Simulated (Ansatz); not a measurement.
Mg(I)(Et) (C2H5IMg), SMILES [CH2](C)[Mg][I].

Geometry: B3LYP-D3(BJ)/def2-SVP. The def2 effective core potentials stand for the cores of I; spin–orbit coupling is left out. The values are those of a single conformer.

Two levels are set side by side: PBE/def2-SVPD (Ansatz, a first-principles code) and PBE0/def2-SVPD (Ansatz). Energy differences of separate SCF runs at the same geometry; the states with an electron removed or added have multiplicity 2 and 2. Differences are taken from unrounded values.

| quantity | PBE0 |
|---|---|
| vertical ionisation energy (eV) | 8.86 |
| vertical singlet–triplet gap (eV) | 4.06 |

What does PBE give, and how far is it from PBE0? (The exact figures need the calculation; the answer reports its results.)


```tsv
quantity	PBE	PBE minus PBE0
vertical ionisation energy (eV)	8.57	-0.30
vertical singlet–triplet gap (eV)	3.83	-0.23
```
